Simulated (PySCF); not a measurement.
Si(Cl)2(Me)(SH) (CH4Cl2SSi), SMILES C[Si](S)(Cl)Cl. Atoms are numbered in the order given.

```xyz
9

C     -1.6475    -1.3411     0.1576
Si    -0.2007    -0.1690     0.0232
S      1.5997    -1.0769    -0.7142
Cl    -0.6261     1.3266    -1.3488
Cl     0.1109     0.6920     1.8932
H     -1.4227    -2.1488     0.8828
H     -2.5466    -0.7952     0.5066
H     -1.8579    -1.7949    -0.8309
H      1.6858    -1.9346     0.3436
```

The structure is a stationary point at PBE-D3(BJ)/def2-SVP. The values are those of a single conformer.

Two levels are set side by side: PBE/pcSseg-1 (PySCF) and HF/pcSseg-1 (PySCF). GIAO shifts against H2S (³³S), HCl (³⁵Cl), TMS (²⁹Si), TMS (¹H), TMS (¹³C) at the same level; non-relativistic, no solvent, atoms listed together averaged. Without spin–orbit terms, shifts of atoms bonded to Cl or Br come out too high at both levels. Differences are taken from unrounded values.

| quantity | HF | PBE | PBE minus HF |
|---|---|---|---|
| δ(¹³C) of C1 (ppm) | 14.5 | 19.9 | 5.4 |
| δ(²⁹Si) of Si2 (ppm) | 43.2 | 60.0 | 16.8 |
| δ(³³S) of S3 (ppm) | 48.2 | 112.0 | 63.8 |
| δ(¹H) of H9 (ppm) | 1.62 | 1.58 | -0.04 |

Rough cost on one machine, each run with all the roots and properties that it gave: HF against PBE within a factor of 2.
